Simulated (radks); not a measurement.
The numbers below are computed, except where a source is named.
Ionisation of the dysprosium ion Dy3+, [Xe] 4f9, to [Xe] 4f8 as the strength of local exchange is varied. Code: a radial shooting solver on a logarithmic mesh with Libxc functionals. Model: scalar-relativistic Kohn-Sham, Slater X-alpha exchange (alpha = 2/3 is LDA exchange), no correlation, spin-polarised, spherical densities, finite nucleus; open shells are filled with parallel spins first (spin-orbit coupling, left out, can overturn this in heavy ions); Fermi nuclear charge, rms radius 5.2218 fm.

\begin{tabular}{lrrrrr}
alpha & E(Dy3+) (hartree) & exchange (hartree) & IE (eV) & -e of the level emptied (eV) & <r> of it (bohr) \\ \hline
0.55 & -12096.9121 & -203.5727 & 37.094 & 27.791 (4f) & 0.8453 \\
0.559 & -12100.2570 & -206.9642 & 37.339 & 28.014 (4f) & 0.8437 \\
0.647 & -12133.0142 & -240.2265 & 39.788 & 30.252 (4f) & 0.8290 \\
0.667 & -12140.4720 & -247.8116 & 40.357 & 30.775 (4f) & 0.8258 \\
0.769 & -12178.5812 & -286.6422 & 43.333 & 33.523 (4f) & 0.8102 \\
0.787 & -12185.3192 & -293.5201 & 43.871 & 34.021 (4f) & 0.8075 \\
0.991 & -12261.9539 & -371.9998 & 50.214 & 39.947 (4f) & 0.7795 \\
\end{tabular}

NIST Atomic Spectra Database: 41.2 eV (semi-empirical). The Delta-SCF value meets it near alpha = 0.70. Open shells are spherical and high-spin; term and fine-structure splittings are not resolved. Spin-orbit splitting is averaged out at the scalar-relativistic level. No tabulated value is given for the 4+ ions of Nd, Pm and Eu to Yb, where it belongs to another shell than the one emptied here.
